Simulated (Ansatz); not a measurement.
A CCSD(T) single point on CH6GeOSi (`[OH][GeH]1[CH2][SiH2]1`).

```yaml
crystal:
  periodic: [false, false, false]
  atoms:
    - {symbol: O, position_ang: [-1.328389, 1.581743, -1.036752]}
    - {symbol: Ge, position_ang: [-0.410955, 0.906697, 0.336731]}
    - {symbol: C, position_ang: [1.176546, -0.102922, -0.290161]}
    - {symbol: Si, position_ang: [-0.021894, -1.359444, 0.463926]}
    - {symbol: H, position_ang: [-2.253595, 1.330797, -0.999954]}
    - {symbol: H, position_ang: [-0.194859, 1.959629, 1.429725]}
    - {symbol: H, position_ang: [1.290391, -0.136047, -1.372140]}
    - {symbol: H, position_ang: [2.123645, 0.078489, 0.212036]}
    - {symbol: H, position_ang: [0.383246, -2.010500, 1.733224]}
    - {symbol: H, position_ang: [-0.681136, -2.299542, -0.473737]}
basis:
  gaussian: {orbitals: def2-TZVPP}
correlation: {method: ccsd_t}
```

```sh
$ ansatz run in.yaml --threads 4 --pin off --events-out ev --progress --plain --max-ram 10444MiB
```

The program prints (abridged):

```
Functional definition: HF
1410 factors; integrals over basis functions are off by at most 1.2e-3 eV
mean field evaluation 1: about -67494.5810 eV, gradient 4.5e1 eV
mean field evaluation 2: about -67494.7959 eV, gradient 4.5e1 eV
mean field evaluation 4: about -67499.2925 eV, gradient 4.1e0 eV
mean field evaluation 8: about -67499.3670 eV, gradient 2.7e-1 eV
mean field evaluation 16: about -67499.3683 eV, gradient 1.8e-6 eV
mean field -67499.36834624 eV, -2480.5560340091 hartree, gradient 1.8e-6 eV, S^2 0.000000; 0 other end points of the search recorded, 0 dependent functions left out
16 core orbitals not correlated: weight in the atoms' cores, before any rotation towards them, 1.000 or more for the frozen orbitals, at most 0.000 for the correlated occupied ones
reference -67499.36834624 eV, -2480.5560340091 hartree; 17, 17 occupied and 203, 203 virtual orbitals, 1410 factors
second order -21.58061868 eV of doubles, -0.00000000 eV of singles
cycle   1  -21.68820517 eV  change   -1.1e-1 eV  update   1.1e-1
cycle   2  -22.32009373 eV  change   -6.3e-1 eV  update   3.4e-2
cycle   3  -22.43729072 eV  change   -1.2e-1 eV  update   1.7e-2
cycle   4  -22.42541628 eV  change    1.2e-2 eV  update   4.3e-3
cycle   5  -22.42386402 eV  change    1.6e-3 eV  update   2.1e-3
cycle   6  -22.42452880 eV  change   -6.6e-4 eV  update   6.5e-4
cycle   7  -22.42424134 eV  change    2.9e-4 eV  update   2.8e-4
cycle   8  -22.42419502 eV  change    4.6e-5 eV  update   9.6e-5
cycle   9  -22.42423731 eV  change   -4.2e-5 eV  update   4.0e-5
cycle  10  -22.42423827 eV  change   -9.6e-7 eV  update   1.5e-5
perturbative correction -0.90587317 eV, -0.0332902248 hartree
Total energy: -67522.69845767 eV, -2481.4133997906 hartree
```

Run time 39 s (4 threads of an Intel Xeon 6975P-C on a shared host); peak host memory 4.6 GiB.

The correlation energy is -23.330 eV, 3.9 % of it from (T); the T1 diagnostic reads 0.0124.
